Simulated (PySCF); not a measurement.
First SCF of a structure search on triplet WF₃⁺, at a hand-made trigonal planar geometry. PySCF input:

```python
from pyscf import gto, scf, dft
mol = gto.M(atom='''
W      0.000000     0.000000     0.000000
F      1.969800     0.000000     0.000000
F     -0.984900     1.705900     0.000000
F     -0.984900    -1.705900     0.000000''',
    basis={'W': 'def2-TZVP', 'F': 'def2-TZVP'},
    ecp={'W': 'def2-TZVP'},
    charge=1, spin=2)
mf = dft.UKS(mol, xc='PBE0')
mf.grids.atom_grid = (50, 194)
aux = {'W': 'def2-universal-JKFIT', 'F': 'def2-universal-JKFIT'}
mf = mf.density_fit(auxbasis=aux)
mf.conv_tol = 1e-08
mf.diis_space = 10
mf.max_cycle = 60
mf.init_guess = 'minao'
mf.verbose = 4
mf.kernel()
```

Excerpt of the output (cycles alone):

```
init E= -346.964206943031
cycle= 1 E= -365.64994920134  delta_E= -18.7  |g|= 1.07  |ddm|= 5.09
cycle= 2 E= -354.66226276089  delta_E=   11  |g|= 4.99  |ddm|= 3.54
cycle= 3 E= -366.063285742986  delta_E= -11.4  |g|= 0.563  |ddm|=  2.9
cycle= 4 E= -366.030324974753  delta_E= 0.033  |g|= 0.653  |ddm|= 0.538
cycle= 5 E= -366.175366337291  delta_E= -0.145  |g|= 0.0668  |ddm|= 0.28
cycle= 6 E= -366.177501336202  delta_E= -0.00213  |g|= 0.0152  |ddm|= 0.0536
cycle= 7 E= -366.177598924339  delta_E= -9.76e-05  |g|= 0.00394  |ddm|= 0.0133
cycle= 8 E= -366.177613926683  delta_E= -1.5e-05  |g|= 0.00137  |ddm|= 0.00521
cycle= 9 E= -366.177618277409  delta_E= -4.35e-06  |g|= 0.000622  |ddm|= 0.00411
cycle= 10 E= -366.177618656827  delta_E= -3.79e-07  |g|= 0.000233  |ddm|= 0.00115
cycle= 11 E= -366.177618690873  delta_E= -3.4e-08  |g|= 3.44e-05  |ddm|= 0.000334
cycle= 12 E= -366.177618692367  delta_E= -1.49e-09  |g|= 1.52e-05  |ddm|= 8.59e-05
Extra cycle  E= -366.17761869245  delta_E= -8.24e-11  |g|= 2.73e-05  |ddm|= 4.17e-05
converged SCF energy = -366.17761869245  <S^2> = 2.0116798  2S+1 = 3.0077764
```

This is not the lowest solution: another start and a stability analysis within the same unrestricted form found one 0.1 kJ/mol lower, at -366.17767 Eh.

Open d and f shells are described by one determinant, and the ground state may have another occupation or spin. Spin–orbit coupling, left out here, can matter for elements this heavy.

The search for the lowest solution, 3 starts and the stability check together, took 17 s on 4 threads of a shared Arm Neoverse V1 host, with 133 basis functions; the process peaked at 0.69 GiB.
